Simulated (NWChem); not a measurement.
System meant: PbBr cation, singlet; SMILES [Br][Pb+]

The following NWChem deck was run.

```
start job
memory heap 200 mb stack 900 mb global 1100 mb
charge 1
geometry units angstroms noautoz
  Pb     0.000000     0.000000    -0.746941
  Br     0.000000     0.000000     1.739690
end
basis spherical
  * library def2-svp
end
dft
  xc xpbe96 cpbe96
  iterations 150
  mulliken
end
task dft energy
```

End of the output:

```
          Convergence Information
          -----------------------
          Convergence aids based upon iterative change in
          total energy or number of iterations.
          Levelshifting, if invoked, occurs when the
          HOMO/LUMO gap drops below (HL_TOL):  1.00D-02
          DIIS, if invoked, will attempt to extrapolate
          using up to (NFOCK): 10 stored Fock matrices.

                    Damping( 0%)  Levelshifting(0.5)       DIIS
                  --------------- ------------------- ---------------
          dE  on:    start            ASAP                start
          dE off:    2 iters        150 iters           150 iters

      Screening Tolerance Information
      -------------------------------
          Density screening/tol_rho:  1.00D-10
          AO Gaussian exp screening on grid/accAOfunc:  14
          CD Gaussian exp screening on grid/accCDfunc:  20
          XC Gaussian exp screening on grid/accXCfunc:  20
          Schwarz screening/accCoul:  1.00D-08

      Superposition of Atomic Density Guess
      -------------------------------------

      charge =      82.0 Pb (Lead)

      symmetry species            s     p     d     f
      number of basis functions =10     7     6     0
      number of cont. functions = 4     4     2     0
      number of closed shells   = 6     4     3     1
      number of open shells     = 0     1     0     0
      open shell occupation     = 0     2     0     0
 ------------------------------------------------------------------------
 atomscf:atomd: error in atom scf                   0
 ------------------------------------------------------------------------
 ------------------------------------------------------------------------
  current input line :
    16: task dft energy
 ------------------------------------------------------------------------
 ------------------------------------------------------------------------
 This error has not yet been assigned to a category
 ------------------------------------------------------------------------
 For more information see the NWChem manual at https://nwchemgit.github.io

0:atomscf:atomd: error in atom scf:Received an Error in Communication
```

Find the fault in this run and fix the input.

The program stopped with an error. Cause: the def2 basis of a heavy element holds valence functions alone and wants its effective core potential (without it all electrons must fit into that basis). This input runs:
```
start job
memory heap 200 mb stack 900 mb global 1100 mb
charge 1
geometry units angstroms noautoz
  Pb     0.000000     0.000000    -0.746941
  Br     0.000000     0.000000     1.739690
end
basis spherical
  Pb library def2-svp
  Br library def2-svp
end
ecp
  Pb library def2-ecp
end
dft
  xc xpbe96 cpbe96
  iterations 150
  mulliken
end
task dft energy
```
It converges to -2766.15238 Ha (PBE/def2-SVP with def2 effective core potentials on Pb).
